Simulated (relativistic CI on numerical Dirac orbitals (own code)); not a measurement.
# Crystal-field levels of Ir³⁺, 5d6

Calculated by Dirac-Coulomb-Breit CI, KLI orbitals optimised for each configuration, model QED, valence Slater integrals scaled by 0.7, one configuration in a parametric crystal field (own radial code).

Field parameters in Wybourne normalisation: Td as Oh with Dq negative (B⁴₀ = 21Dq, B⁴₄ = √(5/14) B⁴₀). The field is a parameter set, without covalency.

S and J are read from ⟨S²⟩ = S(S + 1) and ⟨J²⟩ = J(J + 1) of each level; they are not fictitious spins.

Td, 10Dq = -3100 cm⁻¹, the lowest 16 levels:

```tsv
E (cm⁻¹)	Degeneracy	Irrep	S	J
0.0	1	A1	1.83	3.94
121	2	E	1.80	3.88
164	3	T1	1.83	3.95
504	3	T2	1.76	3.93
4698	1	A2	1.93	3.00
4976	3	T2	1.71	2.53
5038	2	E	1.59	2.28
6849	3	T2	1.79	2.72
7122	3	T1	1.90	2.94
9011	1	A1	1.73	0.59
9087	3	T1	1.82	1.36
10984	3	T2	1.09	4.01
12426	2	E	1.09	4.07
12928	3	T1	1.04	4.44
13191	1	A1	1.01	4.76
15268	2	E	1.06	4.45
```

Td, 10Dq = -18050 cm⁻¹, the lowest 16 levels:

| E (cm⁻¹) | Degeneracy | Irrep | S | J |
| --- | --- | --- | --- | --- |
| 0.0 | 2 | E | 1.28 | 3.61 |
| 452 | 3 | T2 | 1.13 | 3.72 |
| 1556 | 1 | A1 | 1.44 | 4.04 |
| 2282 | 3 | T1 | 1.48 | 4.02 |
| 8348 | 1 | A2 | 1.95 | 3.01 |
| 8938 | 3 | T2 | 1.27 | 3.74 |
| 9454 | 2 | E | 1.21 | 3.97 |
| 9800 | 3 | T2 | 1.40 | 3.76 |
| 11202 | 2 | E | 1.30 | 4.03 |
| 11451 | 3 | T1 | 1.57 | 4.30 |
| 11478 | 1 | A1 | 1.54 | 4.37 |
| 18019 | 1 | A1 | 0.84 | 3.69 |
| 18725 | 3 | T2 | 1.39 | 3.84 |
| 20023 | 2 | E | 1.12 | 3.93 |
| 20166 | 3 | T1 | 1.22 | 4.30 |
| 20468 | 3 | T1 | 1.23 | 4.11 |

Td, 10Dq = -15600 cm⁻¹, the lowest 10 levels:

```tsv
E (cm⁻¹)	Degeneracy	Irrep	S	J
0.0	2	E	1.38	3.55
623	3	T2	1.23	3.67
1120	1	A1	1.55	3.92
1796	3	T1	1.60	3.90
6866	1	A2	1.95	3.01
8132	3	T2	1.58	3.55
8785	2	E	1.35	3.83
9190	3	T2	1.06	3.87
10761	2	E	1.15	4.11
10834	1	A1	1.42	4.57
```

Td, 10Dq = -13100 cm⁻¹, the lowest 10 levels:

```
E (cm⁻¹)  Degeneracy  Irrep     S     J
     0.0           2      E  1.50  3.51
     700           1     A1  1.65  3.83
     783           3     T2  1.37  3.62
    1300           3     T1  1.69  3.81
    5678           1     A2  1.95  3.01
    7606           3     T2  1.52  3.59
    8286           2      E  1.32  3.75
    8641           3     T2  1.17  3.70
   10493           2      E  1.22  4.04
   10648           1     A1  1.30  4.74
```

Td, 10Dq = -10600 cm⁻¹, the lowest 16 levels:

| E (cm⁻¹) | Degeneracy | Irrep | S | J |
| --- | --- | --- | --- | --- |
| 0.0 | 2 | E | 1.61 | 3.51 |
| 357 | 1 | A1 | 1.73 | 3.78 |
| 865 | 3 | T1 | 1.76 | 3.78 |
| 869 | 3 | T2 | 1.52 | 3.60 |
| 4853 | 1 | A2 | 1.95 | 3.01 |
| 7400 | 3 | T2 | 1.36 | 3.53 |
| 7799 | 2 | E | 1.30 | 3.52 |
| 8082 | 3 | T2 | 1.42 | 3.58 |
| 10464 | 2 | E | 1.32 | 4.01 |
| 10886 | 1 | A1 | 1.20 | 4.82 |
| 10987 | 3 | T1 | 1.25 | 4.70 |
| 12261 | 3 | T2 | 1.58 | 3.49 |
| 12880 | 3 | T1 | 1.74 | 3.20 |
| 13840 | 1 | A1 | 1.48 | 2.63 |
| 14839 | 3 | T1 | 1.71 | 2.31 |
| 15618 | 2 | E | 1.14 | 3.95 |

Levels of this model without a field, named by their leading LS term (the scale mimics covalency, so terms lie below those of the real free ion): 5D_4 0, 5D_2 4720, 5D_3 5736, 5D_1 8170, 5D_0 8207, 3H_4 12349, 3H_5 15785, 3H_6 15792 cm⁻¹.
